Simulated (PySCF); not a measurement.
System: C₂H₈ClSi₂, net charge 0, doublet state. It need not be the lowest isomer of its formula. SMILES: [SiH](C)([SiH2]Cl)[CH2]
Coordinates optimised at B3LYP-D3(BJ)/def2-TZVP (Ansatz):
```xyz
13

C     -1.8581     1.4813     0.1570
Si    -0.7728     0.3605     1.1229
C     -1.4425    -1.3921     1.2024
Si     1.3222     0.2931     0.0482
Cl     1.0295    -0.5963    -1.8170
H     -2.4007     1.1445    -0.7195
H     -1.9270     2.5455     0.3510
H     -0.5529     0.9159     2.4850
H     -1.5464    -1.8025     0.1964
H     -0.7692    -2.0420     1.7640
H     -2.4210    -1.4125     1.6850
H      1.9024     1.6345    -0.1906
H      2.3258    -0.5316     0.7647
```
Charge 0, spin multiplicity 2.

Dispersion corrections to the total energy (kcal/mol) from the dftd3 and dftd4 libraries through PySCF: D3(BJ) without and D4 with the three-body term, each with the damping fitted for the functional named.

```tsv
functional	D3(BJ)	D4
PBE0	-7.32	?
CAM-B3LYP	-7.23	-6.98
BHLYP	-12.03	-10.34
TPSS	-10.41	?
BLYP	-17.49	-16.55
BP86	-14.16	?
TPSSh	-9.79	-9.57
```

**Question.** Some entries are withheld; supply them.

**Answer.** 
- PBE0, D4: -6.75
- TPSS, D4: -10.49
- BP86, D4: -10.97
